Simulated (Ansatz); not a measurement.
`[AlH2][C]1=C[SiH2]C1` → `[AlH2]/[CH]=C1/C[SiH2]1`  (isomerisation)

Computed with Ansatz on PBE0-D4/def2-TZVP structures; ΔE is electronic, products minus reactants. CCSD(T)/CBS adds triple-zeta CCSD(T) − MP2 to the extrapolated MP2 energy (def2 sets, frozen cores).

```tsv
species	SCS-MP2/def2-QZVPP energy (Eh)
`[AlH2][C]1=C[SiH2]C1`	-649.29832
`[AlH2]/[CH]=C1/C[SiH2]1`	-649.26343
```

Work out ΔE.

ΔE = (-649.26343) − (-649.29832) = 0.03489 Eh = +91.6 kJ/mol. CCSD(T)/CBS gives +88.8 kJ/mol.

Largest T1 diagnostic among the species: 0.013.

From PBE to PBE0 (25 % exact exchange), in def2-TZVPP and without D4, ΔE moves by +8.8 kJ/mol. In def2-TZVPP, CCSD(T) changes the Hartree–Fock value by −9.7 kJ/mol (the triples alone add −2.0 kJ/mol) and MP2 by −7.7 kJ/mol.
